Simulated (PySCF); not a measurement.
Input for PySCF: R-B3LYP/6-311+G** on C2H6BF (SMILES CB(C)F), a point of a torsion scan.

```python
from pyscf import gto, scf, dft, mp
from pyscf.data.elements import chemcore

mol = gto.M(
    atom='''
    C    -1.35502480   -0.18930181   -0.25244613
    B    -0.21674071    0.56377276    0.54127697
    C     0.98228000   -0.14437216    1.28513906
    F    -0.27248722    1.88943808    0.58155099
    H    -1.61350611    0.33135174   -1.17197599
    H    -1.10605638   -1.21770608   -0.49507344
    H    -2.26302086   -0.20967482    0.35009410
    H     1.32881415    0.42891283    2.14152520
    H     1.82884800   -0.22652651    0.60344128
    H     0.74476521   -1.15195807    1.61345239
    ''',
    basis='6-311+g**',
    charge=0, spin=0, verbose=3, max_memory=1800)
mf = dft.RKS(mol, xc='b3lyp')
mf.conv_tol = 1e-8
mf.max_cycle = 100
mf.kernel()
if not mf.converged:
    mf = mf.newton().run(mf.mo_coeff, mf.mo_occ)
```

It printed:

```
converged SCF energy = -204.66416205126
```

The calculation finished and met its thresholds.

Cost: very roughly 18 core-seconds.
